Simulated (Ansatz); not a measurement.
Geometry optimisation, RKS PBE/def2-SVP (Ansatz 0.2.0).

Input file:

```yaml
crystal:
  periodic: [false, false, false]
  atoms:
    - { symbol: Cl, position_ang: [-1.9511, -1.8785, 1.081] }
    - { symbol: Si, position_ang: [-0.2977, -0.8543, 0.3532] }
    - { symbol: Se, position_ang: [1.6156, -2.045, 0.3336] }
    - { symbol: O, position_ang: [-0.4873, 0.0153, -1.083] }
    - { symbol: C, position_ang: [-0.3667, 1.1952, -0.3642] }
    - { symbol: O, position_ang: [-0.1164, 0.7327, 0.9595] }
    - { symbol: H, position_ang: [2.4288, -0.84, -0.2336] }
    - { symbol: H, position_ang: [-1.2499, 1.8457, -0.3711] }
    - { symbol: H, position_ang: [0.5131, 1.7826, -0.6926] }
basis:
  gaussian: { orbitals: def2-SVP }
hamiltonian:
  xc: pbe
relax:
  f_tol: 0.02
  max_steps: 50
```

Launched with:

```bash
$ ansatz run input.yaml --threads 2 --pin off --max-ram 3072MiB --backend cpu --events-out ev --progress --plain --runs-dir out
```

Where does it end, and by what steps?

It converged. After 6 steps the energy has fallen by 0.228 eV; H7 moved furthest, 0.28 Å.

```tsv
step	energy less start (eV)	largest force component (eV/Å)	accepted
0	0.0000	1.252	yes
1	-0.1592	0.794	yes
2	-0.2061	0.430	yes
3	-0.2203	0.378	yes
4	-0.2263	0.138	yes
5	-0.2262	0.193	no
6	-0.2280	0.012	yes
```

```xyz
9
Properties=species:S:1:pos:R:3
Cl -1.785 -1.908 1.031
Si -0.207 -0.790 0.312
Se 1.579 -2.166 0.409
O -0.516 0.074 -1.123
C -0.404 1.287 -0.357
O -0.085 0.784 0.953
H 2.458 -1.104 -0.150
H -1.368 1.845 -0.347
H 0.416 1.932 -0.747
```

Time of the run: 29 s on 2 threads of Arm Neoverse V1, with other jobs on the host, peak memory 0.18 GiB.
